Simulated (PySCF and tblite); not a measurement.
The numbers below are computed, except where a source is named.
4 regioisomers of C₆H₁₁NSi:

```tsv
isomer	SMILES
A	[N:1]#[C:2][C@@H:3]1[CH2:4][CH2:5][CH2:6][SiH2:7][CH2:8]1
B	[N:1]#[C:2][SiH:3]1[CH2:4][CH2:5][CH2:6][CH2:7][CH2:8]1
C	[N:1]#[C:2][CH:3]1[CH2:4][CH2:5][SiH2:6][CH2:7][CH2:8]1
D	[N:1]#[C:2][C@@H:3]1[CH2:4][CH2:5][CH2:6][CH2:7][SiH2:8]1
```

Each isomer is a Boltzmann average at 298.15 K over at most 3 conformers: GFN2-xTB geometries, energies B3LYP/def2-SVP (IEF-PCM, water) (D3(BJ) added where defined), GFN2-xTB thermal terms. Programs: PySCF with density fitting and tblite.

(1) Rank the isomers by free energy at 298.15 K.

## Answers

(1) 
```
isomer  ΔG (kcal/mol)  ΔE, lowest conformer  conformers  largest weight %  rms dipole (D)
     B            0.0                   0.0           2                79            5.06
     D            7.8                   9.2           2                50            5.50
     C            8.9                  10.2           2                65            4.53
     A            9.1                  10.6           2                71            4.91
```

ΔG is for one enantiomer.
